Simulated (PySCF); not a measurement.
C2H7NSSi, neutral, multiplicity 1.

```xyz
12

Si     1.0764     0.2925     0.0000
N     -0.0658    -1.0193     0.0000
C     -1.5204    -0.9986     0.0000
C      0.4805    -2.3731     0.0000
H     -1.9182    -1.5142    -0.8931
H     -1.9182    -1.5142     0.8931
H     -1.8982     0.0325     0.0000
H      0.1525    -2.9341     0.8941
H      0.1525    -2.9341    -0.8941
H      1.5810    -2.3325     0.0000
S     -0.3244     1.9735     0.0000
H      0.6692     2.8903     0.0000
```
Charge 0, spin multiplicity 1.

Geometry: TPSSh-D3(BJ)/def2-SVP. The structure was generated by enumeration; whether it is a known compound was not checked. One conformer was computed; it need not be the lowest.

All values below come from KT2/pcSseg-1 in PySCF. Non-relativistic, no solvent.

Computed absolute GIAO shielding of each atom: isotropic value and principal components (ppm):
```json
[
 {"atom": "Si1", "σ(iso)": "156.4", "σ11": "-97.6", "σ22": "251.9", "σ33": "314.7", "span": "412.3"},
 {"atom": "N2", "σ(iso)": "94.8", "σ11": "-95.8", "σ22": "170.4", "σ33": "209.9", "span": "305.8"},
 {"atom": "C3", "σ(iso)": "139.9", "σ11": "114.7", "σ22": "128.7", "σ33": "176.4", "span": "61.7"},
 {"atom": "C4", "σ(iso)": "136.8", "σ11": "112.9", "σ22": "119.0", "σ33": "178.5", "span": "65.6"},
 {"atom": "H5", "σ(iso)": "28.4", "σ11": "24.8", "σ22": "25.8", "σ33": "34.5", "span": "9.6"},
 {"atom": "H6", "σ(iso)": "28.4", "σ11": "24.8", "σ22": "25.8", "σ33": "34.5", "span": "9.6"},
 {"atom": "H7", "σ(iso)": "27.0", "σ11": "21.3", "σ22": "29.6", "σ33": "30.0", "span": "8.7"},
 {"atom": "H8", "σ(iso)": "28.3", "σ11": "24.6", "σ22": "26.1", "σ33": "34.3", "span": "9.7"},
 {"atom": "H9", "σ(iso)": "28.3", "σ11": "24.6", "σ22": "26.1", "σ33": "34.3", "span": "9.7"},
 {"atom": "H10", "σ(iso)": "27.6", "σ11": "24.2", "σ22": "26.9", "σ33": "31.5", "span": "7.3"},
 {"atom": "S11", "σ(iso)": "446.3", "σ11": "108.0", "σ22": "535.7", "σ33": "695.0", "span": "587.0"},
 {"atom": "H12", "σ(iso)": "28.7", "σ11": "24.5", "σ22": "26.1", "σ33": "35.5", "span": "11.0"}
]
```
